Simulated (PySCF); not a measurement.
Si(F)2(OH)(SeH) (F2H2OSeSi), SMILES O[Si](F)(F)[SeH]. Atoms are numbered in the order given.

```xyz
7

O     -1.0117     1.5825     0.9806
Si    -0.7367     0.0870     0.3856
F     -1.8390    -0.3383    -0.7044
F     -0.9053    -0.8942     1.6410
Se     1.2344    -0.1606    -0.6643
H     -0.8255     2.3292     0.4037
H      1.9642     0.3455     0.5095
```

Coordinates come from a PBE0-D3(BJ)/def2-SVP optimisation. The structure was generated by enumeration, and PubChem lists no compound with its InChIKey, so it may never have been made. Other conformers were not sampled.

Two levels are set side by side: PBE/pcSseg-1 (PySCF) and B3LYP/pcSseg-1 (PySCF). GIAO shifts against CFCl3 (¹⁹F), H2O (¹⁷O), Me2Se (⁷⁷Se), TMS (²⁹Si), TMS (¹H) at the same level; non-relativistic, no solvent, atoms listed together averaged. Differences are taken from unrounded values.

```csv
quantity,B3LYP
δ(¹⁷O) of O1 (ppm),89.5
δ(²⁹Si) of Si2 (ppm),-38.1
δ(⁷⁷Se) of Se5 (ppm),-458.7
δ(¹H) of H6 (ppm),2.73
δ(¹H) of H7 (ppm),0.85
```

Problem. What does PBE give, and how far is it from B3LYP? (The exact figures need the calculation; the answer reports its results.)

Solution. 
```json
[
 {"quantity": "δ(¹⁷O) of O1 (ppm)", "PBE": "99.4", "PBE minus B3LYP": "9.9"},
 {"quantity": "δ(²⁹Si) of Si2 (ppm)", "PBE": "-33.7", "PBE minus B3LYP": "4.4"},
 {"quantity": "δ(⁷⁷Se) of Se5 (ppm)", "PBE": "-466.3", "PBE minus B3LYP": "-7.6"},
 {"quantity": "δ(¹H) of H6 (ppm)", "PBE": "2.71", "PBE minus B3LYP": "-0.02"},
 {"quantity": "δ(¹H) of H7 (ppm)", "PBE": "0.89", "PBE minus B3LYP": "0.04"}
]
```

Rough cost on one machine, each run with all the roots and properties that it gave: B3LYP against PBE within a factor of 2.
